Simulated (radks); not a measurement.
Question: All-electron atom: the tungsten ion W+ in [Xe] 4f14 5d4 6s1. Calculated with a radial shooting solver on a logarithmic mesh with Libxc functionals: Dirac Kohn-Sham, BLYP, spin-unpolarised, spherical densities, finite nucleus; open shells fill j = l - 1/2 first; Fermi nuclear charge, rms radius 5.3658 fm. Some entries of the table are withheld. Estimate them.

orbital  occ.  eigenvalue (eV)  <r> (bohr)
1s1/2       2              (1)     0.01835
2s1/2       2        -11973.99     0.07695
2p1/2       2        -11453.85     0.06365
2p3/2       4        -10100.75     0.07160
3s1/2       2        -2762.516      0.2006
3p1/2       2        -2530.193      0.1905
3p3/2       4        -2237.631      0.2053
3d3/2       4        -1845.289      0.1797
3d5/2       6        -1781.657      0.1842
4s1/2       2        -574.9817      0.4495
4p1/2       2        -478.5375         (2)
4p3/2       4        -410.6903         (3)
4d3/2       4        -252.0374      0.5048
4d5/2       6        -239.5372      0.5162
5s1/2       2         -85.7098       1.069
5p1/2       2              (4)       1.179
5p3/2       4              (5)       1.284
4f5/2       6         -41.0904      0.6034
4f7/2       8         -38.8530      0.6131
6s1/2       1         -12.0429       2.983
5d3/2       4         -11.8062       1.948
5d5/2       0         -11.0466       2.024

Answer: 
(1) 1s1/2 eigenvalue (eV): -69385.70
(2) 4p1/2 <r> (bohr): 0.4546
(3) 4p3/2 <r> (bohr): 0.4879
(4) 5p1/2 eigenvalue (eV): -57.1738
(5) 5p3/2 eigenvalue (eV): -47.3681
